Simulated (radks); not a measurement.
Tb2+, 63 electrons, occupied as [Xe] 4f(up 7, down 2). Calculated with a radial shooting solver on a logarithmic mesh with Libxc functionals: non-relativistic Kohn-Sham, r2SCAN, spin-polarised, spherical densities, point nucleus; meta-GGA in the generalised Kohn-Sham scheme; relativity is left out, which matters for an element this heavy.

Unscreened Slater integrals over Kohn-Sham orbitals (eV). They are taken over the spin-up orbitals.

integral,value
"F0(4f,4f)",30.699
"F2(4f,4f)",14.391
"F4(4f,4f)",8.9915
"F6(4f,4f)",6.4583
"F0(4f,5p)",18.653
"F2(4f,5p)",6.1879
"G2(4f,5p)",3.1424
"G4(4f,5p)",2.4278
"F0(4f,5s)",20.401
"G3(4f,5s)",3.4142
"F0(5p,5p)",15.446
"F2(5p,5p)",8.3339
"F0(5p,5s)",16.282
"G1(5p,5s)",11.165
"F0(5s,5s)",17.300

Derived for the open shells (J is the average intra-shell exchange parameter used in DFT+U). 4f: F4/F2 = 0.625, F6/F2 = 0.449, J = (286 F2 + 195 F4 + 250 F6)/6435 = 1.163 eV.
